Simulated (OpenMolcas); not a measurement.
CH5FGeO (SMILES [CH3][GeH]([OH])[F]): methods side by side

The species is CH5FGeO (9 atoms), meant as a singlet with charge 0. As SMILES, `[CH3][GeH]([OH])[F]`. Geometry: relaxed at PBE0-D4/def2-TZVP. This is one conformer, not always the lowest.

```xyz
9

C    -0.6690    0.9769   -0.5842
Ge    0.0883   -0.6437    0.1215
O     1.2700   -0.1707    1.3455
F     0.9744   -1.4386   -1.1538
H     0.1389    1.6249   -0.9246
H    -1.2379    1.4935    0.1897
H    -1.3271    0.7513   -1.4235
H    -0.8655   -1.7251    0.6568
H     1.7165   -0.9147    1.7555
```

Each level gives the dipole moment (D). The values are calculated.

```tsv
level	kind	program	value (D)	CPU time
SVWN5/cc-pVDZ	LDA	OpenMolcas	1.72	46 s
revPBE/cc-pVDZ	GGA	OpenMolcas	1.66	67 s
TPSS/cc-pVDZ	meta-GGA	OpenMolcas	1.67	88 s
r2SCAN/cc-pVDZ	meta-GGA	OpenMolcas	1.79	77 s
B3LYP/cc-pVDZ	global hybrid	OpenMolcas	1.81	62 s
BHLYP/cc-pVDZ	global hybrid	OpenMolcas	1.99	56 s
M06-2X/cc-pVDZ	hybrid meta-GGA	OpenMolcas	1.89	73 s
PBE0/cc-pVDZ	global hybrid	OpenMolcas	1.85	60 s
```

All-electron rows without a relativistic Hamiltonian named are non-relativistic. The values span 1.66 to 1.99 D. Magnitudes only. CPU times are rough (shared hosts, several kinds of processor and program).
